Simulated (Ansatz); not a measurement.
Program: Ansatz. Geometries: PBE0-D4/def2-TZVP. ΔE: electronic, gas phase. CBS: MP2 limit from def2 TZ/QZ plus the TZ coupled-cluster correction, frozen cores. This one scheme is used for every species. For Ge outer-core shells are correlated without core-valence functions, which leaves a few kJ/mol of doubt a bond. Scalar relativity is left out up to krypton. One conformer a species, not always the lowest.

`O[SiH2][SiH2][GeH3]` + H₂O → `O[SiH2][SiH2]O` + GeH₄  (formal hydrolysis of the Si–Ge bond)

```
              species  CCSD(T)/CBS(def2) energy (Eh)
`O[SiH2][SiH2][GeH3]`                    -2734.29003
                  H₂O                      -76.37941
     `O[SiH2][SiH2]O`                     -732.19355
                 GeH₄                    -2078.49493
```

Q: Work out ΔE.

A: ΔE = (-732.19355) + (-2078.49493) − (-2734.29003) − (-76.37941) = -0.01904 Eh = -0.52 eV.

Largest T1 diagnostic among the species: 0.012.

In def2-TZVPP, CCSD(T) changes the Hartree–Fock value by +0.25 eV (the triples alone add +0.03 eV) and MP2 by +0.23 eV. The D4 term adds +0.06 eV with B3LYP and +0.04 eV with PBE0; it sums over pairs of atoms, weighted by their polarisabilities, and B3LYP, whose exchange is more repulsive, gets the larger term.

B3LYP here is the variant with VWN-RPA as its local correlation; programs differ in this.
